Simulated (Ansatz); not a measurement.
Basis-set extrapolation for `Cl[SiH]1N[SiH2]P1` (PBE0-D4/def2-TZVP geometry, frozen core, the Gaussian-basis code of Ansatz). Multiplicity 1, RHF reference.

```
                       def2-TZVPP    def2-QZVPP
                 HF  -1435.657073  -1435.700355
    MP2 correlation     -0.785255     -0.851164
CCSD(T) correlation     -0.882156       not run
```

Energies in hartree. Use E(X) = E(∞) + A·exp(−7.88·√X) for Hartree–Fock and E(X) = E(∞) + B·X^(−2.97) for correlation, with X = 3 and 4, and add CCSD(T) minus MP2 of the smaller set to the MP2 limit.

Problem. What is the CCSD(T) energy at the basis-set limit?

Solution. HF limit: -1435.700355 + (-0.043282) × 0.13774 = -1435.70632. MP2 limit: -0.851164 + (-0.065909) × 0.74074 = -0.89999. Higher-order term: -0.882156 − (-0.785255) = -0.09690. Total: -1436.70321 hartree, 430.5 kJ/mol below CCSD(T)/def2-TZVPP.
